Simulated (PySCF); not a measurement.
A calculated (MN15, PySCF 2.14, Sapporo-DZP-2012, the spin-free X2C one-electron Hamiltonian (Gaussian nucleus)) atom or ion has these occupied shells.

```csv
shell,electrons,orbital energy (eV),"rms radius, mean of both spins (bohr)"
1s α,1,-292.71,0.316
1s β,1,-292.33,0.316
2s α,1,-28.715,1.61
2s β,1,-27.041,1.61
2p α,1,-20.209,1.66
```

**Question.** Name the element and its charge.

**Answer.** C⁺ (carbon, charge +1), in [He] 2s2 2p1, 2P determinant.
